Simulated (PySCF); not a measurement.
Compound: C2H6Cl2Te.
Bonds: C1–Te2, Te2–C3, Te2–Cl4, Te2–Cl5. Hydrogens: H6, H7, H8 on C1; H9, H10, H11 on C3.

Method used: PySCF, PBE0-D3(BJ)/def2-SVP geometry optimisation, gas phase, def2 core potentials past Kr.

(1) How far are the bound atoms from Te2?

(2) List the angles at Te2.

(3) What is the shape at Te2?

(4) What are the other bond lengths?

(5) What are the rotational constants (commonest isotopes, rigid rotor)?

Results:

(1) 4 atoms: C3 2.131 Å, C1 2.131 Å, Cl5 2.502 Å, Cl4 2.503 Å. The nearest atom not counted as bound is H6, at 2.66 Å (others tie with it).

(2) 
```
      angle  degrees  distance of the outer atoms (Å)
Cl4–Te2–Cl5    172.0                             4.99
  C1–Te2–C3     97.2                             3.20
 C3–Te2–Cl5     88.3                             3.24
 C1–Te2–Cl4     88.2                             3.24
 C1–Te2–Cl5     86.6                             3.19
 C3–Te2–Cl4     86.3                             3.18
```

(3) Seesaw-shaped: angles from 86.3° to 172.0°; τ4 = (360° − α − β)/141° = 0.64 with α and β the two widest (0 for a square, 1 for a tetrahedron).

(4) C1–H6, C1–H7, C1–H8 1.096 Å; C3–H9, C3–H10, C3–H11 1.096 Å.

(5) A = 3684, B = 1025, C = 966.9 MHz: a near-prolate asymmetric top.

Point group: near C2, missed by 0.25 Å at most; the miss may be what the optimiser left on a soft mode. Charge 0, singlet. No PBE0-D3(BJ)/def2-SVP frequencies stand behind this structure, so it isn't proved a minimum.
